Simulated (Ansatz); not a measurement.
Born–Oppenheimer molecular dynamics of Cl₂F₂H₄NOTa (11 atoms, charge 0, multiplicity 1). It starts at the highest image of a converged band, a first-order saddle point between two minima.

Theory: RKS B3LYP/def2-SVP in Ansatz 0.2.0.

```yaml
ensemble: NVE (velocity Verlet)
time_step: 0.5 fs
steps_asked: 200
starting_velocities_drawn_for: 100 K
seed: 6148
```

First frame:

```xyz
11
Properties=species:S:1:pos:R:3
Ta 0.050 -0.108 0.054
N 2.097 0.060 -0.328
H 2.730 -0.038 0.468
H 2.509 -0.344 -1.169
F 0.696 0.235 1.805
Cl -0.065 -0.641 -2.239
O -1.292 1.197 0.057
H -1.212 2.148 -0.120
F -0.679 -1.738 0.583
Cl 1.380 2.842 -0.659
H 1.963 1.520 -0.551
```

(1) What does the run give?

(2) What happens to the structure?

(3) How do temperature and energy run in time?

## Answers

(1) The run went to its last step.

| Item | Value |
| --- | --- |
| steps done | 200 |
| time covered | 100 fs |
| mean temperature over the second half | 862 K |
| spread of the potential energy over the second half | 24.1 meV per atom |
| mean potential energy of the second half above the start | -80.6 meV per atom |

The conserved energy stayed within 0.27 meV per atom of its start (net change -0.13 meV per atom), so the integration is sound. The kinetic energy rose, since the run started high on the potential surface and went downhill. A run of 0.1 ps of so small a system gives no equilibrium averages. The orbitals stay closed-shell, which can raise the energy where a bond breaks towards radicals; this wasn't checked here.

(2) Between its relaxed ends the band would form Ta1–Cl10, N2–H11 and break Cl10–H11. These pairs go: Ta1–Cl10 3.31 → 2.11 Å, N2–H11 1.48 → 1.05 Å, Cl10–H11 1.45 → 2.83 Å. In the last frame they stand as after the step (other bonds may differ from the relaxed reactants and products). It ends as one piece, Cl2F2H4NOTa. Pairs count as bonded within 1.25 times the sum of covalent radii (0.12 Å more for H–H). The details hang on the random start.

(3) 
| time (fs) | T (K) | potential energy less start (eV) | conserved less start (meV/atom) |
| --- | --- | --- | --- |
| 0 | 100 | 0.000 | 0.00 |
| 8 | 55 | 0.052 | 0.01 |
| 16 | 102 | -0.002 | 0.02 |
| 24 | 250 | -0.175 | -0.08 |
| 32 | 292 | -0.224 | -0.11 |
| 40 | 261 | -0.187 | 0.05 |
| 48 | 475 | -0.438 | -0.14 |
| 56 | 617 | -0.603 | -0.14 |
| 64 | 778 | -0.789 | 0.05 |
| 72 | 1031 | -1.083 | -0.01 |
| 80 | 1211 | -1.295 | -0.24 |
| 88 | 970 | -1.011 | 0.14 |
| 96 | 688 | -0.686 | -0.16 |

The run took 6.6 min on 4 threads of Intel(R) Xeon(R) 6975P-C (Granite Rapids), on a shared host, peak memory 0.48 GiB.
